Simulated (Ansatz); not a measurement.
Consider the substitution at a C–C bond: `CC[O][GeH3]` + `OCF` → `COCF` + `C[O][GeH3]`.

Calculated with Ansatz (gas phase, PBE0-D4/def2-TZVP geometries, no zero-point term in ΔE). CBS: MP2 limit from def2 TZ/QZ plus the TZ coupled-cluster correction, frozen cores. Functionals use def2-TZVPP. B3LYP here is the variant with VWN-RPA as its local correlation; programs differ in this. HSE06 is defined as in plane-wave codes. For Ge outer-core shells are correlated without core-valence functions, which leaves a few kJ/mol of doubt a bond. Scalar relativity is left out up to krypton. One conformer a species, not always the lowest.

```
             level  ΔE (kJ/mol)  difference from CCSD(T)/CBS
       LDA (SPW92)         55.3                         -1.9
         revPBE-D4         53.2                         -4.0
           BLYP-D4         48.0                         -9.2
         r2SCAN-D4         53.4                         -3.8
            B97M-V         53.1                         -4.1
           PBE0-D4         55.7                         -1.5
          B3LYP-D4         50.2                         -7.0
        r2SCANh-D4         54.3                         -2.9
        r2SCAN0-D4         55.5                         -1.7
          HSE06-D4         55.7                         -1.5
          BHLYP-D4         51.2                         -6.0
      CAM-B3LYP-D4         50.5                         -6.7
           ωB97X-V         51.2                         -6.0
           ωB97M-V         54.0                         -3.2
            B2PLYP         52.2                         -5.0
          PBE-QIDH         57.6                          0.4
               PBE         52.7                         -4.5
            revPBE         51.9                         -5.3
              BLYP         46.7                        -10.5
            r2SCAN         53.1                         -4.1
              PBE0         54.9                         -2.3
           r2SCANh         54.0                         -3.2
           r2SCAN0         55.1                         -2.1
             HSE06         54.9                         -2.3
         CAM-B3LYP         49.7                         -7.5
           LC-ωPBE         55.1                         -2.1
RPA@PBE/def2-TZVPP         49.8                         -7.4
       HF/def2-SVP         45.4                        -11.8
      MP2/def2-SVP         57.1                         -0.1
     CCSD/def2-SVP         51.9                         -5.3
  CCSD(T)/def2-SVP         51.9                         -5.3
     HF/def2-TZVPP         47.6                         -9.6
    MP2/def2-TZVPP         59.3                          2.1
   CCSD/def2-TZVPP         54.8                         -2.4
CCSD(T)/def2-TZVPP         55.0                         -2.2
     HF/def2-QZVPP         47.4                         -9.8
SCS-MP2/def2-QZVPP         55.9                         -1.3
      HF/CBS(def2)         47.4                         -9.8
     MP2/CBS(def2)         61.5                          4.3
    CCSD/CBS(def2)         57.0                         -0.2
       CCSD(T)/CBS         57.2                            0
```

Problem. What do rigid-rotor, harmonic-oscillator terms from PBE0-D4/def2-TZVP frequencies (298.15 K, 1 bar) make of the CCSD(T)/CBS value? (An estimate is asked.)

Solution. Ansatz gave: ΔZPE = -0.9 kJ/mol, ΔH = +56.5 kJ/mol, ΔS = 2 J/(mol·K), ΔG = +55.8 kJ/mol.

Largest T1 diagnostic among the species: 0.011.

At CCSD(T), def2-SVP lies −5.3 kJ/mol from the extrapolated value and def2-TZVPP −2.2 kJ/mol. From BLYP to BHLYP (50 % exact exchange), in def2-TZVPP and without D4, ΔE moves by +3.5 kJ/mol. Leaving LDA and LC-ωPBE aside and taking each functional with its dispersion term where it has one, the values spread over 9.6 kJ/mol, from BLYP-D4 to PBE-QIDH.
